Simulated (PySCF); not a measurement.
# Correlation energy of In+ (indium, charge +1)

[Kr] 4d9 5s2 5p1, one real determinant (an excited configuration). Calculation: PySCF 2.14, in x2c-TZVPPall (8s6p4d2f, 60 functions); the spin-free X2C one-electron Hamiltonian (Gaussian nucleus). Frozen: [Ar] 3d10; 20 electrons correlated.

```csv
level,correlation energy (mhartree)
CCSD,-321.03
(T),-10.23
CCSD(T),-331.26
```

Diagnostics: T1 = 0.011, D1 = 0.0402, largest double amplitude 0.156.

Q: Is a single reference adequate?

A: Not fully. The real determinant used has ⟨L²⟩ near 8 against 12 for a pure F term, so it mixes terms. A double-excitation amplitude exceeds 0.15, a sign of near-degeneracy.

The basis was made for the ground configuration and has no added diffuse functions, which can raise the energy of the promoted electron.

The reference is one real determinant that mixes LS terms of this configuration.

This basis was not built for core-valence correlation, so the inner-shell part is incomplete.
